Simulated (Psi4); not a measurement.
C2H3F3Si2 (SMILES F[Si](F)(F)C#C[SiH3]), singlet, at a GFN2-xTB geometry, atoms displaced at random by about 0.08 Å a coordinate; B3LYP/STO-3G, gradient run with Psi4 1.11.

The Psi4 input:
```
memory 2 GB

molecule {
0 1
  Si    3.52703565   -0.42967970    0.04707209
  C     1.57660771   -0.35868060   -0.03045866
  C     0.38820832   -0.07889756   -0.01794370
  Si   -1.33963097    0.19368798    0.04029402
  F    -1.95135614    1.61910357    0.04179028
  F    -2.08980618   -0.55130034    1.11608763
  F    -2.12925613   -0.49060239   -1.30348939
  H     3.77638025   -1.85760115   -0.08363087
  H     3.86938836    0.51121086   -1.16785075
  H     4.04908787    0.07304868    1.39969109
symmetry c1
no_reorient
no_com
}

set basis sto-3g

gradient('b3lyp')
print_variables()
```

Problem. What does Psi4 print? Leave out banner, timings and long lists.

Solution. 
```
gradient() will perform analytic gradient computation.

   => Loading Basis Set <=

    Name: STO-3G
    Role: ORBITAL
    Keyword: BASIS

         ---------------------------------------------------------
                                   SCF
               by Justin Turney, Rob Parrish, Andy Simmonett
                          and Daniel G. A. Smith
                              RKS Reference
         ---------------------------------------------------------

  ==> Geometry <==

    Molecular point group: c1
    Full point group: C1

    Geometry (in Angstrom), charge = 0, multiplicity = 1:

       Center              X                  Y                   Z               Mass
    ------------   -----------------  -----------------  -----------------  -----------------
         SI           3.527035650000    -0.429679700000     0.047072090000    27.976926534650
         C            1.576607710000    -0.358680600000    -0.030458660000    12.000000000000
         C            0.388208320000    -0.078897560000    -0.017943700000    12.000000000000
         SI          -1.339630970000     0.193687980000     0.040294020000    27.976926534650
         F           -1.951356140000     1.619103570000     0.041790280000    18.998403162730
         F           -2.089806180000    -0.551300340000     1.116087630000    18.998403162730
         F           -2.129256130000    -0.490602390000    -1.303489390000    18.998403162730
         H            3.776380250000    -1.857601150000    -0.083630870000     1.007825032230
         H            3.869388360000     0.511210860000    -1.167850750000     1.007825032230
         H            4.049087870000     0.073048680000     1.399691090000     1.007825032230

  Running in c1 symmetry.

  Rotational constants: A =      0.13897  B =      0.02147  C =      0.02132 [cm^-1]
  Rotational constants: A =   4166.27844  B =    643.73521  C =    639.21899 [MHz]
  Nuclear repulsion =  411.344900288379506

  Charge       = 0
  Multiplicity = 1
  Electrons    = 70
  Nalpha       = 35
  Nbeta        = 35

  ==> Algorithm <==

  SCF Algorithm Type is DF.
  DIIS enabled.
  MOM disabled.
  Fractional occupation disabled.
  Guess Type is SAD.
  Energy threshold   = 1.00e-08
  Density threshold  = 1.00e-08
  Integral threshold = 1.00e-12

  ==> Primary Basis <==

  Basis Set: STO-3G
    Blend: STO-3G
    Number of shells: 28
    Number of basis functions: 46
    Number of Cartesian functions: 46
    Spherical Harmonics?: true
    Max angular momentum: 1

  ==> DFT Potential <==

   => LibXC <=

    Version 7.1.2
    S. Lehtola, C. Steigemann, M. J. T. Oliveira, and M. A. L. Marques,  SoftwareX 7, 1–5 (2018) (10.1016/j.softx.2017.11.002)

   => Composite Functional: B3LYP <=

    B3LYP Hyb-GGA Exchange-Correlation Functional

    P. J. Stephens, F. J. Devlin, C. F. Chabalowski, and M. J. Frisch,  J. Phys. Chem. 98, 11623 (1994) (10.1021/j100096a001)

    Deriv               =              1
    GGA                 =           TRUE
    Meta                =          FALSE

    Exchange Hybrid     =           TRUE
    MP2 Hybrid          =          FALSE

   => Exchange Functionals <=

    0.0800   Slater exchange
    0.7200         Becke 88

   => Exact (HF) Exchange <=

    0.2000               HF

   => Correlation Functionals <=

    0.1900   Vosko, Wilk & Nusair (VWN5_RPA)
    0.8100   Lee, Yang & Parr

   => LibXC Density Thresholds  <==

    XC_HYB_GGA_XC_B3LYP:  1.00E-15

   => Molecular Quadrature <=

    Radial Scheme          =       TREUTLER
    Pruning Scheme         =           NONE
    Nuclear Scheme         =       TREUTLER

    Blocking Scheme        =         OCTREE
    BS radius alpha        =              1
    Pruning alpha          =              1
    Radial Points          =             75
    Spherical Points       =            302
    Total Points           =         211812
    Total Blocks           =           1657
    Max Points             =            256
[...]
  @DF-RKS Final Energy:  -944.47296977050257
    Total Energy =                       -944.4729697705025728
[...]
         F           -1.951356140000     1.619103570000     0.041790280000    18.998403162730
         F           -2.089806180000    -0.551300340000     1.116087630000    18.998403162730
         F           -2.129256130000    -0.490602390000    -1.303489390000    18.998403162730
         H            3.776380250000    -1.857601150000    -0.083630870000     1.007825032230
         H            3.869388360000     0.511210860000    -1.167850750000     1.007825032230
         H            4.049087870000     0.073048680000     1.399691090000     1.007825032230

  Nuclear repulsion =  411.344900288379506

  ==> Basis Set <==

  Basis Set: STO-3G
    Blend: STO-3G
    Number of shells: 28
    Number of basis functions: 46
    Number of Cartesian functions: 46
    Spherical Harmonics?: true
    Max angular momentum: 1

  ==> DFJKGrad: Density-Fitted SCF Gradients <==

    Gradient:                    1
    J tasked:                  Yes
    K tasked:                  Yes
    wK tasked:                  No
    Integrals threads:           1
    Schwarz Cutoff:          1E-12
    Fitting Condition:       1E-10

   => Auxiliary Basis Set <=

  Basis Set: (STO-3G AUX)
    Blend: DEF2-UNIVERSAL-JKFIT
    Number of shells: 219
    Number of basis functions: 691
    Number of Cartesian functions: 827
    Spherical Harmonics?: true
    Max angular momentum: 4

  ==> DFT Potential <==

   => LibXC <=

    Version 7.1.2
    S. Lehtola, C. Steigemann, M. J. T. Oliveira, and M. A. L. Marques,  SoftwareX 7, 1–5 (2018) (10.1016/j.softx.2017.11.002)

   => Composite Functional: B3LYP <=

    B3LYP Hyb-GGA Exchange-Correlation Functional

    P. J. Stephens, F. J. Devlin, C. F. Chabalowski, and M. J. Frisch,  J. Phys. Chem. 98, 11623 (1994) (10.1021/j100096a001)

    Deriv               =              1
    GGA                 =           TRUE
    Meta                =          FALSE

    Exchange Hybrid     =           TRUE
    MP2 Hybrid          =          FALSE

   => Exchange Functionals <=

    0.0800   Slater exchange
    0.7200         Becke 88

   => Exact (HF) Exchange <=

    0.2000               HF

   => Correlation Functionals <=

    0.1900   Vosko, Wilk & Nusair (VWN5_RPA)
    0.8100   Lee, Yang & Parr

   => LibXC Density Thresholds  <==

    XC_HYB_GGA_XC_B3LYP:  1.00E-15

   => Molecular Quadrature <=

    Radial Scheme          =       TREUTLER
    Pruning Scheme         =           NONE
    Nuclear Scheme         =       TREUTLER

    Blocking Scheme        =         OCTREE
    BS radius alpha        =              1
    Pruning alpha          =              1
    Radial Points          =             75
    Spherical Points       =            302
    Total Points           =         211812
    Total Blocks           =           1657
    Max Points             =            256
    Max Functions          =             38
    Weights Tolerance      =       1.00E-15

  -Total Gradient:
     Atom            X                  Y                   Z
    ------   -----------------  -----------------  -----------------
       1        0.038338148218    -0.031163657647     0.011244363780
       2       -0.033406808084    -0.012267824022    -0.011453741514
       3       -0.042459749291     0.004719095638    -0.002764457425
       4        0.005325107063     0.030353873847     0.120606517198
       5        0.009850254906    -0.068284512589    -0.003252763729
       6        0.043492366985     0.055230296470    -0.094401203412
       7       -0.025837142716    -0.014582722924    -0.018679864768
       8       -0.009553402833    -0.006972517142     0.004405460714
       9        0.000239731201     0.033429365917    -0.039224359368
      10        0.013522519768     0.009685663038     0.034031692636

  Variable Map:
  ----------------------------------------------------------------------------
[...]
  Array Variable Map:
  ----------------------------------------------------------------------------
[...]
[...]
```
